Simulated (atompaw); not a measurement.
## Reading a pseudo-wave (technetium (Tc))

Columns: radius, all-electron u(r) and pseudo u(r) of the 4s shell (level -73.32 eV) of technetium in the configuration [Ar] 3d10 4s2 4p6 4d5 5s2 5p0; PBEsol, scalar-relativistic, PAW (atompaw) scheme, atompaw 4.2.0.5.

```tsv
r (bohr)	all-electron	pseudo
0.100	0.3996	0.2321
0.200	-0.1940	0.4534
0.300	-0.6136	0.6541
0.400	-0.4352	0.8260
0.500	0.0178	0.9628
0.600	0.4773	1.0609
0.700	0.8243	1.1193
0.800	1.0343	1.1392
0.900	1.1241	1.1242
1.000	1.1242	1.0796
1.100	1.0654	1.0116
1.200	0.9725	0.9269
1.300	0.8638	0.8321
1.400	0.7521	0.7334
1.500	0.6447	0.6357
1.600	0.5460	0.5428
1.700	0.4580	0.4574
1.800	0.3812	0.3812
1.900	0.3154	0.3154
2.000	0.2596	0.2596
2.100	0.2128	0.2128
2.200	0.1738	0.1738
2.300	0.1416	0.1416
2.400	0.1150	0.1150
2.500	0.0932	0.0932
2.600	0.0754	0.0754
```

Task: How many radial nodes do the two functions have?

Result: The all-electron 4s function has n − l − 1 = 3 (the table is too coarse to show those close to the nucleus); the pseudo-wave has 0, since the states of the same l below it are removed with the core.

Task: At about which radius was the pseudo-wave matched?

Result: 1.85 bohr, where the columns begin to agree (steps of 0.10 bohr).

Task: Is the pseudo-wave norm-conserving?

Result: No, it belongs to a PAW set: the norm inside the radius is not constrained, and the difference is carried by the augmentation charge.
